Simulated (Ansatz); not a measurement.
Program: Ansatz 0.2.0.

Basis-set series for GeH2O, SMILES `[O]=[GeH2]`. Total charge 0; spin multiplicity 1. The geometry is a stationary point of PBE0-D4/def2-TZVP.

```xyz
4

O     1.160   -0.892    0.759
Ge    0.012   -0.009    0.007
H     0.328    1.135   -0.976
H    -1.500   -0.234    0.210
```

```csv
functional,basis,functions,energy (Eh),HOMO (eV),LUMO (eV)
PBE0-D4,def2-SVP,56,-2152.70899,-7.68,-2.18
PBE0-D4,def2-TZVPP,107,-2153.06890,-7.79,-2.38
ωB97M-V,def2-SVP,56,-2152.90799,-9.99,-0.07
ωB97M-V,def2-TZVPP,107,-2153.26997,-10.15,-0.37
```

Question: Give the rows for def2-QZVPP. (Best estimate.)

Answer: The calculation gave: 
```csv
functional,basis,functions,energy (Eh),HOMO (eV),LUMO (eV)
PBE0-D4,def2-QZVPP,206,-2153.11951,-7.83,-2.45
ωB97M-V,def2-QZVPP,206,-2153.31932,-10.20,-0.53
```

Scalar relativity is left out up to krypton.
